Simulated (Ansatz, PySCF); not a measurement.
B(CF3)(Cl)(H) (CHBClF3), SMILES FC(F)(BCl)F.

Coordinates come from a B3LYP-D3(BJ)/def2-SVP optimisation. This is a generated structure with no PubChem entry under its InChIKey; it may be hypothetical.

Vertical ionisation energy (IE) and electron affinity (EA) in eV. Rows of orbital energies are one-electron estimates. Where ΔSCF, EOM or ADC give a negative EA the extra electron is unbound and the value depends on the basis.

```json
[
 {"level": "−ε(HOMO), −ε(LUMO), M06-2X/def2-TZVP (PySCF)", "IE": "10.77", "EA": "1.61"},
 {"level": "−ε(HOMO), −ε(LUMO), PBE/def2-TZVP (PySCF)", "IE": "7.84", "EA": "3.51"},
 {"level": "ΔSCF, CAM-B3LYP/def2-SVPD (Ansatz), final states of multiplicity 2 and 2", "IE": "(withheld)", "EA": "(withheld)"},
 {"level": "ΔSCF, PBE/def2-SVPD (Ansatz), final states of multiplicity 2 and 2", "IE": "11.29", "EA": "0.61"}
]
```

Question: What belongs in the gaps? (Estimate from the structure and the level; the computed values follow.)

Answer: 
- ΔSCF, CAM-B3LYP/def2-SVPD (Ansatz, an electronic-structure program), final states of multiplicity 2 and 2, IE: 12.11
- ΔSCF, CAM-B3LYP/def2-SVPD (Ansatz), final states of multiplicity 2 and 2, EA: 0.64

Question: What vertical singlet–triplet gap does ΔSCF give with CAM-B3LYP/def2-SVPD (Ansatz) and with PBE/def2-SVPD (Ansatz)? (Estimate from the structure and the level; the computed values follow.)

Answer: 4.81 and 4.13 eV (triplet above singlet where positive).
